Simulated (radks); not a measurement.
Question: Ru4+, configuration [Ar] 3d10 4s1.75 4p6 4d4 4f0.25 (fractional occupations, a model configuration). All-electron calculation, scalar-relativistic Kohn-Sham, r2SCAN, spin-polarised, spherical densities, finite nucleus; open shells are filled with parallel spins first (spin-orbit coupling, left out, can overturn this in heavy ions); meta-GGA in the generalised Kohn-Sham scheme; Fermi nuclear charge, rms radius 4.4809 fm. Program: a radial shooting solver on a logarithmic mesh with Libxc functionals. Some entries of the table are withheld. Estimate them.

orbital  occ.  eigenvalue (hartree)  <r> (bohr)
1s up       1             -809.9144     0.03344
1s down     1             -809.9131     0.03344
2s up       1             -118.7023      0.1456
2s down     1             -118.6613      0.1456
2p up       3             -106.4243      0.1270
2p down     3             -106.3938      0.1270
3s up       1             -22.78089      0.4015
3s down     1             -22.76689      0.4016
3p up       3             -18.71273      0.4022
3p down     3             -18.69409      0.4022
3d up       5             -12.19206      0.3838
3d down     5             -12.15724      0.3837
4s up       1              -4.90223       1.006
4s down  0.75              -4.72068       1.001
4p up       3              -3.74358         (1)
4p down     3              -3.55185         (2)
4d up       4              -2.04084       1.343
4d down     0              -1.83262       1.342
5s up       0              -1.47625       2.337
5s down     0              -1.30371       2.432
5p up       0              -1.17786       2.677
4f up    0.25              -0.70318       2.790

Answer: 
(1) 4p up <r> (bohr): 1.093
(2) 4p down <r> (bohr): 1.088
